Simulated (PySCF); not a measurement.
# Ionisation energy of Kr²⁺ by level of theory

Kr²⁺ [Ar] 3d10 4s2 4p4 [4p1/2^2 4p3/2^2, M_J = 2] → Kr³⁺ [Ar] 3d10 4s2 4p3 [4p1/2^2 4p3/2^1, M_J = 3/2], as a difference of total energies. All numbers are calculated (PySCF 2.14, the two-component X2C-1e Hamiltonian, in x2c-TZVPPall-2c (6s7p4d1f, 54 functions)). Correlated levels: [Ne] frozen. "Screened" scales the spin-orbit matrix elements by Boettger's factors to mimic the two-electron term; Breit and QED terms are absent.

Problem. Order these methods by the ionisation energy they give, lowest first.
A. GMP2 (screened spin-orbit)
B. GMP2 (spin-free)
C. GHF (screened spin-orbit)
D. GHF (spin-free)

Solution. D (34.197 eV), C (34.458 eV), B (35.141 eV), A (35.388 eV).

The spin-free rows relax to the high-spin LS determinant and lack the spin-orbit shift.

Errors of the correlated levels include the incompleteness of this basis and the frozen core.

The labels give the starting determinants; with spin-orbit coupling the two ends relaxed to ⟨J²⟩ = 6.02, ⟨L²⟩ = 2.15, ⟨S²⟩ = 1.94 and ⟨J²⟩ = 3.75, ⟨L²⟩ = 0.03, ⟨S²⟩ = 3.71.

For comparison: 35.838 ± 0.02 eV (measured; NIST Atomic Spectra Database, ionization energies).
